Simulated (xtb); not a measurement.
xtb input (GFN2-xTB):

```bash
xtb mol.xyz --gfn 2 --ohess tight --chrg -1 --uhf 0
```
mol.xyz:
```
10

C     -1.38857323    -0.74712135     0.08474025
B     -0.06272651     0.00518677     0.00215007
C      1.31715674    -0.53765717     0.57372879
O      0.01796546     1.25216276    -0.64572104
H     -2.30893528    -0.41762951    -0.38453348
H     -1.42922007    -1.73414897     0.53825577
H      2.06269353    -0.60069610    -0.20683362
H      1.72636329     0.21944451     1.32228570
H      1.22742545    -1.45205653     1.08657870
H     -0.84228665     1.55696624    -0.98044018
```

End of the output:

```
optimized geometry written to: xtbopt.xyz

           -------------------------------------------------
          | TOTAL ENERGY              -12.797101488597 Eh   |
          | TOTAL ENTHALPY            -12.713670403786 Eh   |
          | TOTAL FREE ENERGY         -12.748302415684 Eh   |
          | GRADIENT NORM               0.000247283516 Eh/α |
          | HOMO-LUMO GAP               5.388985917459 eV   |
           -------------------------------------------------

------------------------------------------------------------------------
------------------------------------------------------------------------
 total:
 SCF:
 ANC optimizer:
 analytical hessian:
```

It need not be the lowest isomer of its formula. Whether it binds its extra electron was not tested at this geometry.
